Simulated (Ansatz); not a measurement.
Consider the cleavage of the B–Ge bond: `O[B](F)[GeH3]` + `[NH2][AlH2]` → `OB(F)[NH][AlH2]` + GeH₄.

Program: Ansatz. Geometries: PBE0-D4/def2-TZVP. ΔE: electronic, gas phase. CBS: MP2 limit from def2 TZ/QZ plus the TZ coupled-cluster correction, frozen cores. This one scheme is used for every species. Functionals use def2-TZVPP. For Ge outer-core shells are correlated without core-valence functions, which leaves a few kJ/mol of doubt a bond. Scalar relativity is left out up to krypton. One conformer a species, not always the lowest.

CCSD(T)/CBS gives -1.13 eV.

Question: Another level gave -1.13 eV. Which?
A. B2PLYP/def2-TZVPP
B. revPBE-D4/def2-TZVPP
C. BHLYP-D4/def2-TZVPP
D. PBE0-D4/def2-TZVPP

Answer: D. PBE0-D4 -1.13, B2PLYP -1.18, BHLYP-D4 -1.27, revPBE-D4 -1.06 eV.

Largest T1 diagnostic among the species: 0.013.

From r2SCAN to r2SCAN0 (25 % exact exchange), in def2-TZVPP and without D4, ΔE moves by −0.05 eV. In def2-TZVPP, CCSD(T) changes the Hartree–Fock value by +0.22 eV (the triples alone add +0.03 eV) and MP2 by +0.20 eV. At CCSD(T), def2-SVP lies −0.25 eV from the extrapolated value and def2-TZVPP −0.04 eV.
